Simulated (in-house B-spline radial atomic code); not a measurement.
Configurations of O⁺, with energies counted from [He] 2s2 (2p1/2)2 (2p3/2)1. Computed with a B-spline radial code for spherical atoms: Dirac-Hartree-Fock, average of each configuration as written, Fermi nucleus of rms radius 2.6991 fm. Energies include first-order Breit, QED and recoil terms.

Occupations are held fixed; configurations that lie above the ionisation limit could autoionise.

| configuration | E - E(ref) (eV) | highest orbital | its <r> (bohr) |
| --- | --- | --- | --- |
| [He] 2s2 (2p1/2)1 (2p3/2)2 | -0.65991 | 2p3/2 | 1.097 |
| [He] 2s2 (2p3/2)3 | 0.069205 | 2p3/2 | 1.099 |
| [He] 2s2 (2p3/2)2 (5d5/2)1 | 29.806 | 5d5/2 | 16.8 |
| [He] 2s1 (2p3/2)3 (3p1/2)1 | 39.392 | 3p1/2 | 4.328 |
| [He] 2s1 (2p1/2)2 (2p3/2)1 (5p1/2)1 | 45.216 | 5p1/2 | 14.6 |
| [He] 2s1 (2p1/2)2 (2p3/2)1 (5d5/2)1 | 45.716 | 5d5/2 | 16.87 |
| [He] 2s1 (2p1/2)2 (2p3/2)1 (6f7/2)1 | 46.42 | 6f7/2 | 23.99 |

Question: Order these further configurations by energy, lowest first.
A. [He] 2s2 (2p1/2)2 (6d5/2)1
B. [He] 2s1 (2p1/2)1 (2p3/2)3
C. [He] 2s1 (2p3/2)3 (5f7/2)1
D. [He] 2s2 (2p1/2)2 (3p3/2)1
E. [He] 2s1 (2p1/2)2 (2p3/2)1 (4d3/2)1

Answer: B (16.637 eV), D (24.037 eV), A (31.193 eV), E (44.426 eV), C (45.836 eV).

Question: How far above the reference does [He] 2s2 (2p3/2)2 (3d5/2)1 lie?

Answer: 25.826 eV; its least bound orbital is 3d5/2 with <r> = 5.005 bohr.

Question: How far above the reference does [He] 2s1 (2p1/2)1 (2p3/2)2 (5g7/2)1 lie?

Answer: 45.03 eV; its least bound orbital is 5g7/2 with <r> = 13.75 bohr.

Question: Is the reference the lowest configuration at this level of theory?

Answer: No: [He] 2s2 (2p1/2)1 (2p3/2)2 lies 0.6599 eV lower. Averages of configurations without correlation can order differently from the measured ground levels.
